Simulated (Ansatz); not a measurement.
Born–Oppenheimer molecular dynamics of Cl2Ge2H4 (8 atoms, charge 0, multiplicity 1). It starts from a relaxed structure.

Method: Ansatz 0.2.0, RKS B3LYP/def2-SVP.

```
ensemble                      : NVE (velocity Verlet)
time step                     : 0.5 fs
steps asked                   : 150
starting velocities drawn for : 1000 K
masses                        : H 3.016 u
seed                          : 76397
```

First frame:

```xyz
8
Properties=species:S:1:pos:R:3
Ge -0.009 -0.053 0.005
Ge 0.007 0.002 2.450
H -1.435 -0.151 2.969
H 0.882 -1.153 2.975
H 0.592 1.355 2.888
Cl 2.038 0.227 -0.708
Cl -1.204 1.629 -0.716
H -0.552 -1.309 -0.705
```

(1) What does the run give?

(2) What happens to the structure?

(3) How do temperature and energy run in time?

## Answers

(1) All steps were run.

```
steps done                                               : 150
time covered                                             : 75 fs
mean temperature over the second half                    : 477 K
spread of the potential energy over the second half      : 12.6 meV per atom
mean potential energy of the second half above the start : 50.8 meV per atom
```

The conserved energy stayed within 0.081 meV per atom of its start (net change 0.062 meV per atom), so the integration is sound. Over the second half the temperature averaged 0.48 of the 1000 K drawn at the start: a run that starts near a minimum puts about half its kinetic energy into the potential. A run of 0.075 ps of so small a system gives no equilibrium averages.

(2) The same pairs are bonded in the first frame and the last. Pairs count as bonded within 1.25 times the sum of covalent radii (0.12 Å more for H–H). This is one draw of velocities; another would differ in detail.

(3) 
```csv
time (fs),T (K),potential energy less start (eV),conserved less start (meV/atom)
0,1000,0.000,0.00
6,690,0.241,0.07
12,471,0.410,0.03
18,190,0.629,0.08
24,454,0.424,0.04
30,630,0.287,0.05
36,670,0.256,0.03
42,427,0.445,0.05
48,273,0.565,0.07
54,452,0.425,0.03
60,517,0.375,0.06
66,698,0.234,0.02
72,436,0.438,0.07
```

The run took 8 min on 2 threads of Arm Neoverse V2, on a shared host, peak memory 0.34 GiB.
